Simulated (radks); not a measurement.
Ba40.75+, 15.25 electrons, occupied as 1s1.25 2s2 2p6 3s2 3p4 (fractional occupations, a model configuration).

Method: Dirac Kohn-Sham, PBEsol, spin-unpolarised, spherical densities, finite nucleus; open shells fill j = l - 1/2 first; Fermi nuclear charge, rms radius 4.8378 fm; computed with a radial shooting solver on a logarithmic mesh with Libxc functionals.

Energy parts (eV):
total: -153763.08
kinetic: 165635.77
electron-nucleus: -338072.74
Hartree: 21362.79
exchange-correlation: -2688.89

Orbitals (lengths in bohr, moments of r in powers of bohr; r(90%) holds 90 % of the orbital's charge):
orbital  occ.  eigenvalue (eV)  r(90%)  <1/r>
1s1/2    1.25        -40251.90  0.0459  60.92
2s1/2       2        -8409.851   0.165  14.59
2p1/2       2        -8132.143   0.147  14.58
2p3/2       4        -7724.466   0.154  13.30
3s1/2       2        -3261.242   0.380  5.840
3p1/2       2        -3153.776   0.367  5.786
3p3/2       2        -3052.501   0.379  5.454

The highest occupied level is 3p3/2 at -3052.5 eV. The electron density at the nucleus is 2.216e+05 e/bohr^3. The density falls to 0.001 e/bohr^3 at r = 0.75 bohr.
